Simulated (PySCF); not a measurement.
C5H7F, SMILES CC1=CC[C@@H]1F.

Geometry optimised at B3LYP-D3(BJ)/def2-SVP. The structure was generated by enumeration; whether it is a known compound was not checked.

Computed with B3LYP-D3(BJ)/def2-SVP (PySCF).

Frequencies are harmonic and unscaled.

Computed normal modes with their intensities:
```csv
mode,ν (cm⁻¹),IR (km/mol),Raman (Å⁴/amu),depolarisation,moving atoms (share of kinetic energy)
1,150,0.8,0.3,0.75,H 89 %
2,186,2.4,0.5,0.75,"C 46 %, H 32 %, F 22 %"
3,214,1.2,1.8,0.75,"C 40 %, H 33 %, F 27 %"
4,308,2.3,1.9,0.75,"C 59 %, H 34 %"
5,427,3.9,0.8,0.74,"C 46 %, H 32 %, F 23 %"
6,578,4.8,2.7,0.52,"C 51 %, F 25 %, H 24 %"
7,669,1.5,6.3,0.39,"C 73 %, H 25 %"
8,785,4.0,5.3,0.26,"H 54 %, C 36 %, F 10 %"
9,870,25.7,9.3,0.61,"H 68 %, C 28 %"
10,934,17.5,6.5,0.69,"C 58 %, H 40 %"
11,940,3.1,4.3,0.63,"H 53 %, C 45 %"
12,979,13.8,6.4,0.74,"H 69 %, C 31 %"
13,1038,2.1,2.8,0.14,"H 50 %, C 49 %"
14,1052,0.7,1.4,0.43,"C 54 %, H 46 %"
15,1092,20.4,8.5,0.62,"H 54 %, C 38 %"
16,1148,76.7,1.5,0.67,"C 45 %, H 41 %, F 14 %"
17,1200,5.2,3.5,0.71,"H 56 %, C 43 %"
18,1220,2.0,1.2,0.68,"H 56 %, C 44 %"
19,1240,8.6,6.3,0.25,"H 55 %, C 44 %"
20,1316,7.1,4.6,0.58,"C 59 %, H 40 %"
21,1368,48.8,9.9,0.74,"H 70 %, C 29 %"
22,1393,2.7,15.7,0.52,"H 68 %, C 32 %"
23,1445,9.4,15.6,0.74,H 96 %
24,1452,4.6,34.7,0.55,"H 92 %, C 8 %"
25,1459,14.7,16.3,0.70,"H 90 %, C 10 %"
26,1723,8.0,33.9,0.12,C 94 %
27,3018,18.5,188.8,0.03,H 97 %
28,3035,36.8,102.2,0.60,H 94 %
29,3042,50.4,227.0,0.07,H 93 %
30,3084,11.2,95.4,0.74,"H 91 %, C 9 %"
31,3099,17.7,111.1,0.73,"H 90 %, C 10 %"
32,3123,12.1,83.3,0.74,"H 91 %, C 9 %"
33,3184,12.1,126.9,0.27,"H 91 %, C 9 %"
```
